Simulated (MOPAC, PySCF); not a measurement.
C₈H₂₀Si, SMILES `CC[Si](CC)(CC)CC`, neutral singlet in the gas phase. 

Cartesian coordinates (Å):
```xyz
29

C     -1.2810    -2.5399     0.5913
C     -1.4830    -1.0183     0.6282
Si     0.0000     0.0000     0.0000
C      0.2910    -0.3809    -1.8443
C      1.4047     0.4447    -2.5041
C      1.5611    -0.4568     0.9926
C      1.4304    -0.2851     2.5128
C     -0.3691     1.8560     0.2234
C     -1.5542     2.3803    -0.5999
H     -0.4205    -2.8532     1.2188
H     -2.1710    -3.0916     0.9602
H     -1.0774    -2.9020    -0.4380
H     -2.3737    -0.7337     0.0252
H     -1.7111    -0.6850     1.6652
H     -0.6719    -0.2271    -2.3806
H      0.5101    -1.4676    -1.9389
H      1.5426     0.1855    -3.5747
H      1.1891     1.5327    -2.4576
H      2.3829     0.2888    -2.0031
H      1.8272    -1.5087     0.7451
H      2.4042     0.1584     0.6070
H      0.6201    -0.9205     2.9276
H      2.3640    -0.5569     3.0486
H      1.1905     0.7630     2.7883
H     -0.5406     2.0430     1.3067
H      0.5558     2.4208    -0.0298
H     -1.7356     3.4629    -0.4340
H     -1.3888     2.2410    -1.6888
H     -2.4961     1.8502    -0.3472
```
Charge 0, spin multiplicity 1.

All levels are single points at this geometry (PBE-D3(BJ)/def2-SVP); Pople sets use spherical d functions. Orbital energies aren't observables, and empty levels follow the basis.

BP86/6-31G* in PySCF gives dipole (D) = 0.00.

Estimate the dipole (D) from each of these levels: PBE-D3(BJ)/def2-TZVP in PySCF; B3LYP/LANL2DZ in PySCF; PBE/6-31G* in PySCF; HF/STO-3G in PySCF; PM7 in MOPAC.


| level | dipole (D) |
|---|---|
| PBE-D3(BJ)/def2-TZVP in PySCF | 0.00 |
| B3LYP/LANL2DZ in PySCF | 0.00 |
| PBE/6-31G* in PySCF | 0.00 |
| HF/STO-3G in PySCF | 0.00 |
| PM7 in MOPAC | 0.00 |
